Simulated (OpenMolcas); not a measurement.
**Ne5+: input and output**

Input:

```
&GATEWAY
Coord
1

Ne 0.0 0.0 0.0
Basis=ANO-RCC-VQZP
Group=XYZ
NoMove
AngMom=0.0 0.0 0.0
AMFI
&SEWARD
&RASSCF
FileOrb=start.orb
Symmetry=2
Spin=4
nActEl=3 0 0
Inactive=1 0
Ras2=1 3
CIRoot=1 1 1
SDav=1
CIMx=300
Iter=120 100
PrWF=0.3
OrbListing=Nothing
MaxOrb=0
Atom
>>> COPY $Project.JobIph JOBPRE
&RASSCF
FileOrb=start.orb
Symmetry=2
Spin=4
nActEl=3 0 2
Inactive=1 0
Ras2=1 3
Ras3=5 0
CIRoot=1 1 1
SDav=46
CIMx=300
Iter=120 100
PrWF=0.3
OrbListing=Nothing
MaxOrb=0
Thrs=2.0e-7 1.0e-1 5.0e-4
Atom
>>> COPY $Project.JobIph JOB001
&RASSCF
FileOrb=start.orb
Symmetry=2
Spin=2
nActEl=3 0 2
Inactive=1 0
Ras2=1 3
Ras3=5 0
CIRoot=11 11 1
SDav=116
CIMx=300
Iter=120 100
PrWF=0.3
OrbListing=Nothing
MaxOrb=0
Thrs=2.0e-7 1.0e-1 5.0e-4
Atom
>>> COPY $Project.JobIph JOB002
&RASSCF
FileOrb=start.orb
Symmetry=1
Spin=4
nActEl=3 0 2
Inactive=1 0
Ras2=1 3
Ras3=5 0
CIRoot=3 3 1
SDav=28
CIMx=300
Iter=120 100
PrWF=0.3
OrbListing=Nothing
MaxOrb=0
Thrs=2.0e-7 1.0e-1 5.0e-4
Atom
>>> COPY $Project.JobIph JOB003
&RASSCF
FileOrb=start.orb
Symmetry=1
Spin=2
nActEl=3 0 2
Inactive=1 0
Ras2=1 3
Ras3=5 0
CIRoot=9 9 1
SDav=84
CIMx=300
Iter=120 100
PrWF=0.3
OrbListing=Nothing
MaxOrb=0
Thrs=2.0e-7 1.0e-1 5.0e-4
Atom
>>> COPY $Project.JobIph JOB004
&RASSI
NrOfJobIphs=4 1 3 3 9
1
1 2 3
1 2 3
1 2 3 4 5 6 7 8 9
IphNames
JOB001
JOB002
JOB003
JOB004
EJob
SpinOrbit
DIPRint=1.0
SOCoupling=1000.0
Subsets=2
MEES
Property=10
'ANGMOM' 1 'ANGMOM' 2 'ANGMOM' 3 'MLTPL  1' 1 'MLTPL  1' 2 'MLTPL  1' 3
'AMFI' 1 'AMFI' 2 'AMFI' 3 'MLTPL  2' 6
SOProperty=3
'ANGMOM' 1 'ANGMOM' 2 'ANGMOM' 3
```

A driver script runs the steps one by one and writes start.orb anew before each from the orbitals found so far.

Output, cut to the results:

```
--- SEWARD ---
Basis set label: NE.ANO-RCC...5S4P3D2F1G.

      Electronic valence basis set:
      ------------------
      Associated Effective Charge  10.000000 au
      Associated Actual Charge     10.000000 au
      Nuclear Model: Point charge

      Shell  nPrim  nBasis  Cartesian Spherical Contaminant
         s      14       5        X
         p       9       4        X
         d       4       3                 X
         f       3       2                 X
         g       2       1                 X
                  Relativistic Douglas-Kroll-Hess integrals:
                    - DKH order of Hamiltonian: 2
                    - DKH order of Properties : 0
                  Atomic mean-field integrals
--- RASSCF ---
Wave function specifications:
      -----------------------------

      Number of closed shell electrons           2
      Number of electrons in active shells       3
      Max number of holes in RAS1 space          0
      Max nr of electrons in RAS3 space          2
      Number of inactive orbitals                1
      Number of active orbitals                  9
      Number of secondary orbitals              45
      Spin quantum number                      1.5
      State symmetry                             2
Orbital specifications:
      -----------------------

      Symmetry species                           1   2
                                                ag  au
      Frozen orbitals                            0   0
      Inactive orbitals                          1   0
      Active orbitals                            6   3
      RAS1 orbitals                              0   0
      RAS2 orbitals                              1   3
      RAS3 orbitals                              5   0
      Secondary orbitals                        22  23
      Deleted orbitals                           0   0
      Number of basis functions                 29  26
      Number of CSFs                            46
      Number of root(s) required                 1
      Iter CI   SX   CI       RASSCF       Energy    max ROT     max BLB   max BLB  Level Ln srch  Step   QN
          iter iter root      energy       change     param      element    value   shift minimum  type update
 Nr of preliminary CI iterations:   1
 ###############################################################################
 ###############################################################################
 ###                                                                         ###
 ###                                                                         ###
 ###    WARNING: Problems in orbital optimization.                           ###
 ###                                                                         ###
 ###                                                                         ###
 ###############################################################################
 ###############################################################################
  Warning: In symmetry  1, orbital p=   2 has diagonal density matrix element D(p,p) close to zero. D(p,p)=  3.081315E-29
        1   1    2    1  -114.68331895    0.00E+00   3.30E-07    1  10 2  6.63E-08   0.50   0.00    SX    NO
        ...
 ###############################################################################
 ###############################################################################
  Warning: In symmetry  1, orbital p=   2 has diagonal density matrix element D(p,p) close to zero. D(p,p)=  3.269564E-29
        4   1    1    1  -114.68331895    7.11E-14   0.00E+00    1   7 2  1.35E-08   0.50   0.00    SX    NO
      Convergence after  4 iterations
        5   1    1    1  -114.68331895   -1.56E-13   0.00E+00    1   7 2  1.35E-08   0.50   0.00    SX    NO
      Natural orbitals and occupation numbers for root  1
      sym 1:   0.000000   0.000509   0.000509   0.000509   0.000509   0.000509
      sym 2:   0.999151   0.999151   0.999151
::    RASSCF root number  1 Total energy:   -114.68331895
--- RASSCF ---
Wave function specifications:
      -----------------------------

      Number of closed shell electrons           2
      Number of electrons in active shells       3
      Max number of holes in RAS1 space          0
      Max nr of electrons in RAS3 space          2
      Number of inactive orbitals                1
      Number of active orbitals                  9
      Number of secondary orbitals              45
...
--- RASSI ---
SPIN-FREE ENERGIES:
  (Shifted by EMIN (a.u.) =       -116.1471693728)

 SF State       Relative EMIN(au)   Rel lowest level(eV)    D:o, cm**(-1)      L_eff

     2             0.0000000000        0.0000000000              0.0000         1.0
     3             0.0000000000        0.0000000000              0.0000         1.0
     4             0.0000000000        0.0000000000              0.0000         1.0
     5             0.4469974634       12.1634206272          98104.6035         1.0
     6             0.4469974634       12.1634206272          98104.6035         1.0
     7             0.4469974634       12.1634206272          98104.6035         1.0
     8             0.8237081557       22.4142407791         180783.0438         2.0
     9             0.8237081557       22.4142407791         180783.0438         2.0
    10             0.8237081557       22.4142407791         180783.0438         2.0
    11             0.8237081557       22.4142407791         180783.0438         2.0
    12             0.8237081557       22.4142407791         180783.0438         2.0
    13             1.0758507008       29.2753889612         236121.9359         0.0
    14             1.1534761010       31.3876837092         253158.7420         1.0
    15             1.1534761010       31.3876837092         253158.7420         1.0
    16             1.1534761010       31.3876837092         253158.7420         1.0
     1             1.4638504198       39.8333991808         321278.0313         0.0
     Dipole printing threshold changed to   1.00000000E+00

++ Dipole transition strengths (spin-free states):
   -----------------------------------------------
     for osc. strength at least  1.00000000E+00

  ( Max oscillator strength is only   0.11553453251526755      )
--
Eigenvalues of complex Hamiltonian:
   -----------------------------------
  (Shifted by EMIN (a.u.) =       -116.1471693728)

...
```

Levels above the lowest, from the spin-orbit matrix, grouped by J:

```
Configuration  Term    J  E (cm-1)  Measured (cm-1)      g  Term weight %
       2s2 2p   2P*  1/2       0.0              0.0  0.666            100
       2s2 2p   2P*  3/2      1204             1310  1.334            100
       2s 2p2    4P  1/2     98192                   2.670            100
       2s 2p2    4P  3/2     98623                   1.735            100
       2s 2p2    4P  5/2     99328                   1.601            100
       2s 2p2    2D  3/2    181581           179021  0.800            100
       2s 2p2    2D  5/2    181591           178992  1.200            100
       2s 2p2    2S  1/2    236903           230853  2.000            100
       2s 2p2    2P  1/2    253426           249292  0.668            100
       2s 2p2    2P  3/2    254249           250112  1.334            100
```

Against the 6 measured excited levels shown (NIST levels in Podobedova, Fuhr, Reader and Wiese, J. Phys. Chem. Ref. Data 33, 525 (2004)) the mean absolute deviation is 3300 cm-1; the largest miss in energy is 2s 2p2 2S 1/2: computed 236903, measured 230853 cm-1 (+2.6 %), and the largest in proportion 2s2 2p 2P* 3/2 (-8.1 %).

Active for correlation alone: 3d; no level in the range computed is led by a configuration that fills it, so any true level of that kind is missing. Measured partners are found by configuration, term and J. A level has none where our copy of the source lacks it or the pairing is in doubt (some pairs that miss far off the trend of their configuration count as doubtful), and it then counts in no deviation. Levels of configurations outside the active space are missing. The first state left out of the spin-orbit step lies near 360000 cm-1 above the lowest spin-free state of the reference (among the parities and spins computed), and the list stops at four fifths of that energy or lower.

The term weight is that of the spin-free term in the level, not the purity of its configuration. * marks odd parity.
